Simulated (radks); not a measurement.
These are the eigenvalues of the occupied orbitals of an atom or ion with whole-number occupations (Ry). All-electron calculation, scalar-relativistic Kohn-Sham, SCAN, spin-polarised, spherical densities, finite nucleus; meta-GGA in the generalised Kohn-Sham scheme; Fermi nuclear charge, rms radius of each element as measured or else 0.836 A^(1/3) + 0.57 fm. Program: a radial shooting solver on a logarithmic mesh with Libxc functionals.

orbital  eigenvalue
1s up     -4470.545
1s down   -4470.411
2s up     -845.0527
2s down   -844.9780
2p up     -758.5740
2p down   -758.4492
3s up     -269.5824
3s down   -269.4840
3p up     -243.1500
3p down   -243.0152
3d up     -211.2777
3d down   -211.1183
4s up     -123.5184
4s down   -122.7215
4p up     -113.6062
4p down   -112.8267

Which element is it, and in what charge state? The configuration may be excited. Open shells, if any, are filled with parallel spins first.

Answer. Z = 69, thulium, charge +35: Tm35+ in [Ar] 3d10 4s2 4p4. The list shows which subshells hold electrons but not how many an open one holds; the 1s level, -2235.3 hartree, gives Z - s = 66.9 by -(Z - s)^2/2, which with screening and relativity narrows Z to a few neighbours, and the depths of the outer levels then fix element, charge and occupations together.
